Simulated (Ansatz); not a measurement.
`[F][GeH]1[CH2][NH]1`, 8 atoms. Total charge 0; spin multiplicity 1. Correlated methods include outer-core shells of Ge, which these sets cover unevenly. Scalar relativity is left out up to krypton. All runs use 2 threads of an Intel Xeon Platinum 8259CL on a shared host. Correlated methods freeze the cores.

(1) Give the basis size and wall time and peak host memory of each of these runs in Ansatz. RKS ωB97M-V/def2-QZVPP energy; RKS r2SCAN-D4/def2-TZVPP energy and forces; RKS BLYP-D4/def2-TZVPP energy; RKS ωB97M-V/def2-SVP energy; RHF-CCSD(T)/def2-SVP energy; RHF-CCSD(T)/def2-TZVPP energy; RKS B3LYP-D4/def2-TZVPP energy and forces; RKS PBE0-D4/def2-TZVP relaxation (7 steps); RKS BHLYP-D4/def2-TZVPP energy; direct RPA on PBE orbitals/def2-TZVPP energy; RKS PBE0-D4/def2-QZVPP energy; RHF-MP2/def2-QZVPP energy. (Estimate.)

Answers

(1) Ansatz gave: Other jobs shared the machine, so times are rough.

```
                                level                   job  functions  wall time  peak host memory (GiB)
               RKS BLYP-D4/def2-TZVPP                energy        197      3.3 s                    0.23
              RKS BHLYP-D4/def2-TZVPP                energy        197      4.1 s                    0.46
              RKS B3LYP-D4/def2-TZVPP     energy and forces        197      5.5 s                    0.46
             RKS r2SCAN-D4/def2-TZVPP     energy and forces        197        6 s                    0.26
                 RKS ωB97M-V/def2-SVP                energy         94      6.5 s                    0.28
direct RPA on PBE orbitals/def2-TZVPP                energy        197        7 s                    0.44
                 RHF-CCSD(T)/def2-SVP                energy         94      7.5 s                    0.37
               RKS PBE0-D4/def2-QZVPP                energy        380       11 s                     1.1
               RKS ωB97M-V/def2-QZVPP                energy        380       25 s                     1.2
                   RHF-MP2/def2-QZVPP                energy        380       26 s                     1.8
                RKS PBE0-D4/def2-TZVP  relaxation (7 steps)        165       37 s                    0.39
               RHF-CCSD(T)/def2-TZVPP                energy        197      100 s                     2.5
```

B3LYP here is the variant with VWN-RPA as its local correlation; programs differ in this.
